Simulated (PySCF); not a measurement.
# Au+ (gold, charge +1) across methods

[Xe] 4f14 5d10, closed-shell 1S. Computed with PySCF 2.14 in def2-QZVPPD with the def2 core potential (60 electrons), with scalar relativity through the core potential.

```csv
method,E (hartree),mean ε 5s (eV),mean ε 5p (eV),mean ε 5d (eV),Σ⟨r²⟩ (bohr²),⟨S²⟩
LDA,-135.1388,-117.01,-68.449,-15.632,40.06,0.000
PBE0,-135.3638,-121.89,-72.175,-16.957,39.48,0.000
UHF,-134.50746,-135.97,-82.740,-20.824,38.97,0.000
BHandHLYP,-135.2492,-126.97,-76.036,-18.487,39.39,0.000
CAM-B3LYP,-135.3214,-123.14,-73.607,-18.447,39.71,0.000
PW91,-135.4540,-116.98,-68.462,-15.450,39.84,0.000
r2SCAN,-135.4108,-119.25,-70.006,-15.504,39.39,0.000
BLYP,-135.3463,-116.96,-68.391,-15.287,40.04,0.000
```

Estimate the same row for PBE.

E (hartree) = -135.3959; mean ε 5s (eV) = -116.88; mean ε 5p (eV) = -68.360; mean ε 5d (eV) = -15.370; Σ⟨r²⟩ (bohr²) = 39.84; ⟨S²⟩ = 0.000.

Energies and moments cover only the electrons outside the core potential. Spin-orbit coupling, which splits the p, d and f shells strongly at this Z, is absent.
